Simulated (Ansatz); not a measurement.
Relaxation of AlH4SbSi (7 atoms, charge 0, multiplicity 1), to a largest force component of 0.02 eV/Å in at most 50 steps.

Level of theory: RKS PBE0-D4/def2-SVP (Ansatz).

```xyz
7
Properties=species:S:1:pos:R:3
Al -1.079 -0.660 -0.742
Si 0.268 1.027 0.271
Sb 1.509 -0.914 -0.555
H -2.494 -1.143 -1.188
H 0.117 1.121 1.712
H 0.387 2.277 -0.526
H 1.354 -1.776 0.982
```

Where does it end, and by what steps?

The forces met the threshold. After 12 steps the energy has fallen by 0.502 eV; H7 moved furthest, 1.12 Å.

```tsv
step	energy less start (eV)	largest force component (eV/Å)	accepted
0	0.0000	1.994	yes
1	-0.3268	0.511	yes
2	-0.3773	0.132	yes
3	-0.3883	0.117	yes
4	-0.4077	0.237	yes
5	-0.4296	0.202	yes
6	-0.4578	0.218	yes
7	-0.4927	0.089	yes
8	-0.4818	0.245	no
9	-0.5007	0.060	yes
10	-0.5009	0.125	yes
11	-0.5022	0.028	yes
12	-0.5023	0.011	yes
```

```xyz
7
Properties=species:S:1:pos:R:3
Al -0.897 -0.709 -0.637
Si 0.195 1.113 0.394
Sb 1.689 -0.866 -0.533
H -2.168 -1.578 -0.999
H 0.351 1.473 1.837
H 0.465 2.304 -0.468
H 0.425 -1.806 0.359
```

Whether the end is a true minimum wasn't checked by a vibrational analysis.

The run took 20 s on 2 threads of Intel(R) Xeon(R) 6975P-C (Granite Rapids), with other jobs on the host, peak memory 0.19 GiB.
